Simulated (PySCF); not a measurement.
CH8OSi2, SMILES C[SiH2]O[SiH3].

Coordinates come from a PBE0-D3(BJ)/def2-SVP optimisation. One conformer was computed; it need not be the lowest.

Two levels are set side by side: PBE/def2-TZVP (PySCF) and HF/def2-TZVP (PySCF). Same geometry, gas phase. Differences are taken from unrounded values.

| quantity | HF |
|---|---|
| orbital gap (eV) | 15.13 |
| highest occupied level (eV) | -12.01 |
| lowest empty level (eV) | 3.12 |
| dipole moment (D) | 0.56 |
| mean polarisability (bohr³) | 61.1 |

Problem. What does PBE give, and how far is it from HF? (Estimate from the structure and the level; the computed values follow.)

Solution. 
```csv
quantity,PBE,PBE minus HF
orbital gap (eV),6.26,-8.87
highest occupied level (eV),-7.08,4.93
lowest empty level (eV),-0.82,-3.94
dipole moment (D),0.73,0.16
mean polarisability (bohr³),69.5,8.3
```

Without exact exchange PBE keeps part of each electron's self-repulsion, which lifts occupied levels and narrows the gap. PBE's more diffuse valence density responds more strongly to a field. Differences between two approximate levels are no errors against the true value.

Rough cost on one machine, each run with all the roots and properties that it gave: HF against PBE about 1/4.
